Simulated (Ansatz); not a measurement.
`C[Si](N)(O)O[SiH3]` + CH₃OH → `CO[Si](C)(N)O` + `O[SiH3]`  (ligand exchange at the Si–O bond)

Program: Ansatz. Geometries: PBE0-D4/def2-TZVP. ΔE: electronic, gas phase. CCSD(T)/CBS adds triple-zeta CCSD(T) − MP2 to the extrapolated MP2 energy (def2 sets, frozen cores). This one scheme is used for every species. Each species was taken in one conformer, which may not be the lowest.

```json
{"level": "HF/def2-TZVPP", "ΔE (kcal/mol)": "6.2"}
{"level": "MP2/CBS(def2)", "ΔE (kcal/mol)": "5.0"}
```

Q: What does CCSD(T)/CBS give? (An estimate is asked.)

A: Computed: +5.2 kcal/mol. The listed levels differ from it by 1.0, -0.2 kcal/mol.

Largest T1 diagnostic among the species: 0.011.

In def2-TZVPP, CCSD(T) changes the Hartree–Fock value by −1.0 kcal/mol (the triples alone add −0.2 kcal/mol) and MP2 by −1.3 kcal/mol.
